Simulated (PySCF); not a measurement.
Vertical excitations of a molecule CH3BF2O from TDA-B3LYP/def2-SVPD run with PySCF, as energy in eV (oscillator strength): 8.17 (0.001), 8.69 (0.001), 9.04 (0.036), 9.37 (0.001), 9.55 (0.077), 9.60 (0.158), 9.94 (0.001), 10.40 (0.011), 10.47 (0.061), 10.54 (0.000). Lowest triplet (TDA): 7.99 eV. Coordinates come from a B3LYP-D3(BJ)/def2-SVP optimisation. Other conformers were not sampled.

Which molecule gave these data?
(A) COB(F)F
(B) OB(F)CF
(C) OCB(F)F

A, COB(F)F
